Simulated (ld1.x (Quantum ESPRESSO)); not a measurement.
**gold (Au): from the effect back to the setting (PAW)**

Base potential:

```json
{
  "Element": "Au (Z = 79)",
  "Generator": "ld1.x (Quantum ESPRESSO) 7.5",
  "Type": "PAW",
  "Functional": "LDA (PZ)",
  "Relativity": "scalar-relativistic",
  "Frozen core": "[Xe] 4f14",
  "Valence charge": "11",
  "Reference configuration": "5d10 6s1 6p0",
  "Partial waves": "6s (bound): rcut 1.55, rcutus 2.10 bohr; 6s channel at 0.2 Ry: rcut 1.55, rcutus 2.10 bohr; 6p (bound, empty): rcut 2.60, rcutus 2.95 bohr; 6p channel at 0.45 Ry: rcut 2.60, rcutus 2.95 bohr; 5d (bound): rcut 1.90, rcutus 2.45 bohr; 5d channel at -0.15 Ry: rcut 1.90, rcutus 2.45 bohr",
  "Local potential": "all-electron potential smoothed inside 1.75 bohr (lloc = -1)",
  "Core correction": "a·sin(br)/r model core inside 1.35 bohr",
  "Augmentation charge": "BESSEL, radius 1.20 bohr"
}
```

Cutoffs, loose and tight: the cutoffs (Ry, on a coarse ladder) from which the occupation-weighted sum of valence levels, in a spherical-Bessel basis at the reference potential, stays within 10 and 1 mRy of its value at 400 Ry. They do not see the model core or the augmentation charge, which bear on the density cutoff. Test errors are all-electron minus pseudo excitation energies from the reference, over the configurations 5d10 6s0 6p0; 5d9 6s0 6p0; 5d8 6s0 6p0; 5d10 6s0.5 6p0; 5d9 6s1 6p1; 5d7 6s0 6p0; 5d9 6s1 6p0 (two spin-polarised tests are not counted in the largest error); variants that change the core or the reference have their own tests.

Only the scale of all radii but the core radius (base = 1) is moved (2 further runs of the sweep failed or gave no value and are left out):

```csv
scale of all radii but the core radius (base = 1),"cutoff, loose","cutoff, tight",bound ghosts,largest test error (meV)
0.95,21 Ry,35 Ry,s,-531 over the solved tests; 1 of 9 tests not solved or not reliable
1.1,15 Ry,25 Ry,s,+353
1.3,10 Ry,18 Ry,none,"-6.6 over the solved tests; test run stopped at test 5 of 9 (negative rho), 2 before it not solved"
1.4,8 Ry,12 Ry,none,"test run stopped at test 5 of 9 (negative rho), 3 before it not solved"
```

Question: One more run gave cutoff, loose: 12 Ry; cutoff, tight: 21 Ry; bound ghosts: none; largest test error (meV): -3.6 over the solved tests; test run stopped at test 5 of 9 (negative rho), 2 before it not solved. Which value of the scale of all radii but the core radius (base = 1) was used?

Answer: 1.17. The loose cutoff moves one way along this sweep, from 21 Ry at 0.95 to 8 Ry at 1.4, which places the run between 1.1 and 1.3.
